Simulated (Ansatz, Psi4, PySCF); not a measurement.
disilazane (H7NSi2), singlet, at a GFN2-xTB geometry. Base run: PySCF with MP2/def2-SVP.

PySCF was given this input:
```python
from pyscf import gto, scf, mp

mol = gto.Mole()
mol.atom = '''
    Si    1.493033   -0.294674    0.377757
    N     0.071777   -0.112458   -0.595000
    Si   -1.522670    0.358034   -0.109403
    H     2.600860   -0.448419   -0.566127
    H     1.616449    0.914355    1.188042
    H     1.410228   -1.470968    1.253170
    H     0.117434   -0.570145   -1.490852
    H    -2.189297   -0.691900    0.671698
    H    -2.257680    0.603145   -1.350981
    H    -1.385520    1.564090    0.703100
'''
mol.basis = 'def2-svp'
mol.charge = 0
mol.spin = 0
mol.verbose = 4
mol.build()

mf = scf.RHF(mol)
mf.kernel()

pt = mp.MP2(mf)
pt.kernel()
print('E(MP2) = %.10f' % pt.e_tot)
```

The same geometry, method and basis name were run in Ansatz (an electronic-structure program) and Psi4 and PySCF, at each program's defaults and at the settings that a row names. The base is PySCF at its defaults. Differences at the defaults can come from grids, fitting, cores and function types together.

```
code and settings                                                                                     ΔE vs base (mEh)  basis functions      E (Eh)  SCF cycles
----------------------------------------------------------------------------------------------------  ----------------  ---------------  ----------  ----------
PySCF, defaults (exact integrals, spherical functions, all electrons correlated)                                 0.000               85  -636.59949           9
Psi4, defaults (density fitting with its default set, spherical functions, all electrons correlated)               ___               85         ___          10
Ansatz, defaults (factorised integrals, spherical functions, frozen core)                                       22.913               85  -636.57658           -
PySCF, frozen core                                                                                              22.908               85  -636.57658           9
Psi4, exact integrals, spherical functions, frozen core                                                         22.908               85  -636.57658          10
Ansatz, high accuracy, frozen core                                                                              22.908               85  -636.57658           -
```

Task: Some entries are withheld; supply them.

Result: 
- Psi4, defaults (density fitting with its default set, spherical functions, all electrons correlated), ΔE vs base (mEh): 0.357
- Psi4, defaults (density fitting with its default set, spherical functions, all electrons correlated), E (Eh): -636.59914
